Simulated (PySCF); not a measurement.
# How methods differ on the ionisation energy of Zr²⁹⁺

Zr²⁹⁺ [Ne] 3s1 (2S) → Zr³⁰⁺ [Ne] (1S), as a difference of total energies. All numbers are calculated (PySCF 2.14, no relativity, point nucleus, in an even-tempered Gaussian basis (16 s from 3.9 bohr⁻², ratio 2.5; 10 p from 5 bohr⁻², ratio 2.5; 5 d from 19 bohr⁻², ratio 2.7; 4 f from 29 bohr⁻², ratio 2.7)). Correlated levels: outer shells: 1s2 frozen; virtual orbitals above 40 to 60 times the deepest correlated orbital energy dropped. The calculations carry no spin-orbit coupling.

```
                method  ionisation energy (eV)  difference from reference (eV)
                   UHF                  1550.5                           -31.9
                   LDA                  1552.8                           -29.6
                   PBE                  1554.6                           -27.8
                  PBE0                  1553.6                           -28.8
                r2SCAN                  1550.1                           -32.3
                M06-2X                  1552.8                           -29.6
                  PW91                  1554.9                           -27.5
    MP2 (outer shells)                  1551.1                           -31.3
SCS-MP2 (outer shells)                  1551.0                           -31.4
```

Reference: 1582.37 ± 0.05 eV (semi-empirical (NIST evaluation); NIST Atomic Spectra Database, ionization energies).

The gap to the reference is mostly relativistic.
